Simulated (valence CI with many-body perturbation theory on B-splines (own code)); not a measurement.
Results of a calculation; reference values are marked as such.
Sm³⁰⁺: what the settings do

Method: configuration interaction combined with many-body perturbation theory (CI+MBPT): four valence electrons over a frozen Dirac-Fock core [Ar] 3d10, radial functions for each j: 6 s, 6 p, 5 d, 3 f, 1 g, with the one-electron correlation potential Σ1, the two-electron term Σ2, the three-electron term Σ3, Breit, model QED; selected CI, second order for the rest, scaled by the run's own slope (own B-spline code, finite nucleus).

No measured spectrum was set against this ion. As an estimate, large intervals hold to a few tenths of a per cent, small ones and those within an open d or f shell to about a per cent.

The reference run has the lowest level (4s^2 4p1/2^2) J=0 and an ionisation energy of 1182.00 eV. Its largest variational space holds 10000 state functions.

Levels are named by their leading jj configuration (3d3/2^4 stands for four electrons in 3d with j = 3/2), which in mixed levels can hold well under half, so a name can repeat and another be missing. Letters in brackets count levels of one name in rising energy.

Changed runs:
A. correlating orbitals by l 3 3 3 2 1 → 4 4 3 0 0
B. factor on the speed of light 1 → 10; QED terms on → off
C. orbitals per symmetry with explicit Σ2 and valence Breit (the others get mean screening factors) 5 → 7
D. correlating orbitals by l 3 3 3 2 1 → 2 2 1 1 0; natural orbitals for correlation on → off (bad on purpose)

Excitation energies of the reference run in cm⁻¹, and shifts in cm⁻¹:

| Level | Reference | A | B | C | D |
| --- | --- | --- | --- | --- | --- |
| (4s^2 4p1/2 4p3/2) J=1 | 267442 | -237 | -266509 | -1.6 | -314 |
| (4s^2 4p1/2 4p3/2) J=2 | 293489 | +131 |  | -1.9 | +109 |
| (4s^2 4p3/2^2) J=2 | 580539 | +18 |  | -3.6 | -29 |
| (4s^2 4p3/2^2) J=0 | 638866 | +485 | -536347 | -5.0 | +637 |
| (4s 4p1/2^2 4p3/2) J=2 | 806789 | -356 | -418115 | -1.7 | -579 |
| (4s 4p1/2^2 4p3/2) J=1 | 897065 | +203 | -396661 | -1.6 | +167 |
| (4s 4p1/2 4p3/2^2) J=2 [a] | 1053520 | -503 | -553101 | -3.5 | -806 |
| (4s 4p1/2 4p3/2^2) J=3 | 1104330 | -138 | -603825 | -3.2 | -348 |
| (4s^2 4p1/2 4d3/2) J=2 | 1147180 | +68 |  | -3.7 | -114 |
| (4s 4p1/2 4p3/2^2) J=0 | 1158100 | +209 | -606622 | -4.6 | +213 |
| (4s 4p1/2 4p3/2^2) J=1 [a] | 1182260 | +150 | -630771 | -3.5 | +110 |
| (4s 4p1/2 4p3/2^2) J=1 [b] | 1223000 | +496 | -558009 | -3.2 | +593 |
| Ionisation energy (eV) | 1182.00 | -0.10 | -40.14 | -0.0012 | -0.15 |

A blank means that the level has no clear partner in that run.
